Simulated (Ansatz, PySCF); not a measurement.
System: trifluoro(hydroxy)silane, sum formula HSiOF₃ (charge 0, singlet). SMILES: F[Si](F)(F)O
Structure (B3LYP-D3(BJ)/def2-TZVP (Ansatz, a program for electronic structure) minimum search):
```xyz
6

Si    -0.0003    -0.0045    -0.0066
F     -0.1567    -0.5395     1.4695
F     -0.3876     1.5248     0.0197
F     -1.0165    -0.7661    -0.9306
O      1.4752    -0.2538    -0.5959
H      2.2492     0.1203    -0.1688
```
Charge 0, spin multiplicity 1.

Wanted: atomisation energy (electronic, to ground-state atoms), in kcal/mol. Cores are frozen in the correlated levels unless marked. Open shells are spin-unrestricted. Spin-orbit coupling is left out. Non-relativistic. The coupled-cluster limit lacks core correlation, which all-electron functionals hold. CBS marks a two-point X^-3 extrapolation of the correlation energy; Hartree-Fock from the larger set.

```
level                                        program  atomisation energy (kcal/mol)
------------------------------------  --------------  -----------------------------
PBE-D4/def2-TZVPD                     Ansatz + dftd4                          655.5
PBE0/def2-QZVPP                               Ansatz                              …
TPSSh/def2-TZVPD                               PySCF                              …
CAM-B3LYP-D3(BJ)/def2-TZVPD           Ansatz + dftd3                          650.9
LC-wPBE-D3(BJ)/def2-TZVPD             Ansatz + dftd3                              …
B2PLYP-D3(BJ)/def2-TZVPD              Ansatz + dftd3                          645.0
CCSD(T)/CBS(cc-pV(T+d)Z,cc-pV(Q+d)Z)          Ansatz                          659.7
```

Question: What belongs in the gaps?

Answer: 
- PBE0/def2-QZVPP, atomisation energy (kcal/mol): 638.9
- TPSSh/def2-TZVPD, atomisation energy (kcal/mol): 631.7
- LC-wPBE-D3(BJ)/def2-TZVPD, atomisation energy (kcal/mol): 648.9
